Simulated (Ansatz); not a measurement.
`C#[C][Al]([F])[F]` + `C[SeH]` → `C[Se][Al]([F])[F]` + `C#C`  (ligand exchange at the Al–C bond)

Gas-phase electronic energies from Ansatz, PBE0-D4/def2-TZVP geometries. CBS: MP2 limit from def2 TZ/QZ plus the TZ coupled-cluster correction, frozen cores. This one scheme is used for every species. DFT in def2-TZVPP. B3LYP here is the variant with VWN-RPA as its local correlation; programs differ in this. HSE06 is defined as in plane-wave codes. For Se outer-core shells are correlated without core-valence functions, which leaves a few kJ/mol of doubt a bond. Scalar relativity is left out up to krypton. One conformer a species, not always the lowest.

`C#[C][Al]([F])[F]`:

Cartesian coordinates in Å:
```
C 0.189 1.806 -0.335
C 0.066 0.625 -0.116
Al -0.127 -1.211 0.224
F -1.042 -1.746 1.469
F 0.616 -2.324 -0.714
H 0.298 2.850 -0.528
```

`C[SeH]`:

```xyz
6

C    -0.065   -0.256   -0.478
Se    0.429   -0.122    1.403
H    -1.123   -0.041   -0.611
H     0.131   -1.288   -0.766
H     0.546    0.409   -1.083
H     0.082    1.298    1.535
```

`C[Se][Al]([F])[F]`:

Z-matrix (Å, degrees):
```
C
Se 1 1.970
H 1 1.087 2 107.6
H 1 1.087 2 107.8 3 -119.0
H 1 1.087 2 111.0 3 120.4
Al 2 2.275 1 97.6 3 -122.5
F 6 1.643 2 120.0 1 0.3
F 6 1.638 2 121.3 1 -179.8
```

`C#C`:

```xyz
4

C     0.521   -0.065    0.287
C    -0.521    0.065   -0.287
H     1.448   -0.180    0.798
H    -1.448    0.180   -0.798
```

```tsv
level	ΔE (kJ/mol)	difference from CCSD(T)/CBS
LDA (SPW92)	-55.9	-3.4
PBE-D4	-54.1	-1.6
revPBE-D4	-51.9	0.6
BLYP-D4	-48.7	3.8
r2SCAN-D4	-51.5	1.0
B97M-V	-42.8	9.7
PBE0-D4	-54.7	-2.2
B3LYP-D4	-50.1	2.4
r2SCAN0-D4	-53.1	-0.6
HSE06-D4	-54.7	-2.2
BHLYP-D4	-52.2	0.3
CAM-B3LYP-D4	-48.5	4.0
ωB97X-V	-49.7	2.8
B2PLYP	-47.0	5.5
PBE-QIDH	-52.1	0.4
PBE	-51.4	1.1
BLYP	-43.7	8.8
r2SCAN	-50.9	1.6
PBE0	-52.3	0.2
B3LYP	-45.8	6.7
r2SCANh	-51.5	1.0
r2SCAN0	-52.3	0.2
BHLYP	-47.1	5.4
CAM-B3LYP	-45.9	6.6
LC-ωPBE	-51.1	1.4
RPA@PBE/def2-TZVPP	-41.1	11.4
HF/def2-SVP	-43.1	9.4
MP2/def2-SVP	-48.5	4.0
CCSD/def2-SVP	-45.8	6.7
CCSD(T)/def2-SVP	-45.8	6.7
HF/def2-TZVPP	-44.6	7.9
MP2/def2-TZVPP	-49.4	3.1
SCS-MP2/def2-TZVPP	-45.7	6.8
CCSD/def2-TZVPP	-46.2	6.3
HF/def2-QZVPP	-44.4	8.1
MP2/def2-QZVPP	-52.6	-0.1
SCS-MP2/def2-QZVPP	-48.7	3.8
HF/CBS(def2)	-44.3	8.2
MP2/CBS(def2)	-55.1	-2.6
CCSD/CBS(def2)	-51.9	0.6
CCSD(T)/CBS	-52.5	0
```

Task: What do rigid-rotor, harmonic-oscillator terms from PBE0-D4/def2-TZVP frequencies (298.15 K, 1 bar) make of the CCSD(T)/CBS value? (Estimate.)

Result: The calculation gave: ΔZPE = +5.3 kJ/mol, ΔH = -45.7 kJ/mol, ΔS = -10 J/(mol·K), ΔG = -42.8 kJ/mol. Modes under 50 cm⁻¹ make the entropy rough.

Largest T1 diagnostic among the species: 0.014.

At CCSD(T), def2-SVP lies +6.7 kJ/mol from the extrapolated value and def2-TZVPP +5.7 kJ/mol. Leaving LDA and LC-ωPBE aside and taking each functional with its dispersion term where it has one, the values spread over 11.9 kJ/mol, from PBE0-D4 to B97M-V. LDA lies −4.5 kJ/mol from PBE without D4. From BLYP to BHLYP (50 % exact exchange), in def2-TZVPP and without D4, ΔE moves by −3.4 kJ/mol.
